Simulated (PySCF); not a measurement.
Species: C₈H₉N.
Structure used (PBE0-D3(BJ)/def2-SVP), in Å, numbered top down from 1:
```xyz
18
C8H9N angstrom
H      4.2096    0.7823   -0.2812
N      3.5110    0.3429    0.3246
C      2.3619    0.4172   -0.2058
C      1.1717   -0.1445    0.4696
C      0.0979   -0.7468   -0.3814
C     -1.0544   -0.5982    0.5533
C     -2.4583   -0.5796    0.0167
C     -0.1453    0.5681    0.2643
C     -0.4307    1.8571   -0.2492
C     -0.6855    2.9698   -0.6626
H      2.1612    0.8973   -1.1846
H      1.3828   -0.5819    1.4560
H      0.1160   -1.0027   -1.4401
H     -0.9426   -1.0556    1.5491
H     -3.1254   -0.0225    0.6914
H     -2.8540   -1.6020   -0.0781
H     -2.5021   -0.0978   -0.9713
H     -0.9082    3.9538   -1.0303
```

Computed with TDDFT CAM-B3LYP/def2-SVPD, vertical, gas phase, core orbitals frozen in the response (PySCF).

Predict the UV-vis stick spectrum at this level.

```csv
state,E (eV),λ (nm),f,"main configurations (H = HOMO, L = LUMO)"
S1,5.31,233.7,0.0005,"H-2→L (64%), H-1→L (24%)"
S2,5.66,219.2,0.017,"H→L (37%), H→L+4 (36%), H→L+3 (9%)"
S3,5.86,211.6,0.052,"H→L (45%), H→L+4 (22%), H→L+2 (16%)"
S4,6.29,197.2,0.045,"H-1→L (34%), H-2→L (10%), H-1→L+2 (10%)"
S5,6.40,193.7,0.015,"H→L+2 (20%), H→L+3 (18%), H-1→L+2 (12%)"
S6,6.86,180.8,0.015,H→L+1 (82%)
S7,7.14,173.7,0.212,"H-1→L (30%), H-1→L+2 (17%), H-2→L (13%)"
S8,7.28,170.3,0.048,"H→L+2 (27%), H→L+3 (26%), H→L+4 (23%)"
S9,7.45,166.5,0.052,"H-1→L+1 (18%), H-2→L+5 (17%), H-2→L+1 (16%)"
S10,7.50,165.3,0.112,"H→L+3 (20%), H→L+7 (14%), H→L+6 (12%)"
```

Triplets (Tamm–Dancoff): T1 4.49 eV, H-2→L (64%), H-1→L (22%); T2 4.69 eV, H→L (45%), H→L+2 (19%), H→L+3 (9%); T3 4.87 eV, H-3→L (46%), H-1→L (18%), H-2→L (10%); T4 5.29 eV, H→L+4 (45%), H→L+2 (14%).

The lowest singlet comes at 234 nm (512 kJ/mol) in the ultraviolet; it is very weak; its leading configuration is HOMO-2→LUMO (64%). The strongest level in the table is S7 at 7.14 eV (174 nm, f = 0.212). Löwdin shares by element: HOMO carbon 77% or more (atoms not listed hold the other 23%); LUMO carbon 43% or more, nitrogen 29% (atoms not listed hold the other 29%). Weighted by f, the mean energy of these states is 6.99 eV. The listed states span 2.19 eV, and the widest gap between neighbours is 0.46 eV (S5 to S6). Of the 10 states listed, 9 reach f = 0.01 and none stays under 0.0005. All these states lie below the vertical ionisation energy of 8.81 eV (ΔSCF). Singlets were solved by full linear response, triplets in the Tamm–Dancoff approximation.

Hardware: one thread of an x86-64 server (shared host). Cost: 7.5 min of wall time.

One conformer stands for the species.
